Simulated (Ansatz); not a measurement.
Calculated with Ansatz (gas phase, PBE0-D4/def2-TZVP geometries, no zero-point term in ΔE). CCSD(T)/CBS adds triple-zeta CCSD(T) − MP2 to the extrapolated MP2 energy (def2 sets, frozen cores). Functionals use def2-TZVPP. Each species was taken in one conformer, which may not be the lowest.

Reaction (ligand exchange at a B–O bond): `NBO[SiH2]F` + `[CH3][AlH][OH]` → `[CH3][AlH][O]BN` + `O[SiH2]F`

Problem. Is it downhill or uphill in electronic energy at CCSD(T)/CBS, and by how much? (Estimate.)

Solution. Ansatz gave: Nearly level: ΔE = +0.4 kcal/mol.

Problem. What do these levels give: ωB97M-V, PBE, CCSD/def2-TZVPP, HF/def2-QZVPP, SCS-MP2/def2-QZVPP, CCSD/CBS(def2)? (An estimate is asked.)

Solution. Computed: ωB97M-V 0.3, PBE 0.1, CCSD/def2-TZVPP 0.4, HF/def2-QZVPP -0.4, SCS-MP2/def2-QZVPP 0.4, CCSD/CBS(def2) 0.3 kcal/mol.

Largest T1 diagnostic among the species: 0.012.

In def2-TZVPP, CCSD(T) changes the Hartree–Fock value by +0.9 kcal/mol (the triples alone add +0.1 kcal/mol) and MP2 by +0.9 kcal/mol.
